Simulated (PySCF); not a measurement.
## Nuclear quadrupole coupling in `B[PH2+][BH2-]C`

Compound: CH9B2P.
Cartesian coordinates in Å at the PBE0-D3(BJ)/def2-SVP level; atoms count from 1:
```xyz
13
CH9B2P angstrom
B      1.6485   -0.7919   -1.0563
P      0.6825   -0.0700    0.4028
B     -1.0322    0.7874   -0.2106
C     -1.9969   -0.3307   -0.8527
H      1.3904   -1.9050   -1.4330
H      2.4098   -0.0802   -1.6573
H      1.5278    0.8369    1.0815
H      0.5141   -1.1017    1.3576
H     -0.5963    1.6421   -0.9725
H     -1.3868    1.2640    0.8628
H     -2.2327   -1.1656   -0.1713
H     -2.9596    0.1534   -1.0906
H     -1.6244   -0.7624   -1.7963
```

Field gradients from the PBE0/pcSseg-1 density (PySCF, non-relativistic), principal values in atomic units, ordered |Vxx| ≤ |Vyy| ≤ |Vzz|:

```json
{"atom": "B1", "Vxx": "-0.2429", "Vyy": "-0.3650", "Vzz": "0.6079"}
{"atom": "B3", "Vxx": "-0.1269", "Vyy": "-0.1598", "Vzz": "0.2867"}
```

Task: Find the asymmetry η = (Vxx − Vyy)/Vzz and the couplings χ = eQV/h (234.96 MHz × Q in barn × V in au), with Q(11B) = 0.04059 b.

Result: 
```csv
atom,environment,nucleus,η,χzz (MHz),χxx (MHz),χyy (MHz)
B1,three-coordinate boron,11B,0.20,5.80,-2.32,-3.48
B3,four-coordinate boron,11B,0.12,2.734,-1.210,-1.525
```

The tensor is traceless: Vxx + Vyy + Vzz = 0.

Task: What is Vzz at B1 in SI units (1 au = 9.71736 × 10²¹ V/m²)?

Result: 0.6079 au = 5.907 × 10²¹ V/m².

Task: And the gradient at the other heavy atoms, for which no coupling is worked out here?

Result: 
```json
{"atom": "P2", "environment": "phosphorus bonded to 2 B and 2 H", "Vzz (au)": "-0.814", "η": "0.71"}
{"atom": "C4", "environment": "sp3 carbon bound to boron", "Vzz (au)": "-0.107", "η": "0.10"}
```

Task: What couplings would deuterons (Q(2H) = 0.00286 b) have in place of the hydrogens, at this geometry?

Result: 
```json
{"atom": "H5", "bonded to": "B1", "bond length (Å)": "1.203", "Vzz (au)": "0.2034", "η": "0.13", "χzz (kHz)": "137"}
{"atom": "H6", "bonded to": "B1", "bond length (Å)": "1.203", "Vzz (au)": "0.2036", "η": "0.12", "χzz (kHz)": "137"}
{"atom": "H7", "bonded to": "P2", "bond length (Å)": "1.413", "Vzz (au)": "0.1777", "η": "0.07", "χzz (kHz)": "119"}
{"atom": "H8", "bonded to": "P2", "bond length (Å)": "1.416", "Vzz (au)": "0.1755", "η": "0.07", "χzz (kHz)": "118"}
{"atom": "H9", "bonded to": "B3", "bond length (Å)": "1.225", "Vzz (au)": "0.1927", "η": "0.10", "χzz (kHz)": "130"}
{"atom": "H10", "bonded to": "B3", "bond length (Å)": "1.227", "Vzz (au)": "0.1917", "η": "0.10", "χzz (kHz)": "129"}
{"atom": "H11", "bonded to": "C4", "bond length (Å)": "1.103", "Vzz (au)": "0.2965", "η": "0.02", "χzz (kHz)": "199"}
{"atom": "H12", "bonded to": "C4", "bond length (Å)": "1.103", "Vzz (au)": "0.2967", "η": "0.02", "χzz (kHz)": "199"}
{"atom": "H13", "bonded to": "C4", "bond length (Å)": "1.102", "Vzz (au)": "0.2979", "η": "0.02", "χzz (kHz)": "200"}
```

Geometry: PBE0-D3(BJ)/def2-SVP, one conformer, isolated molecule. A larger basis could move these couplings by a tenth or more.

The run behind these numbers computed NMR shieldings as well. On an x86-64 server with one thread, shared host, this took 15 s.
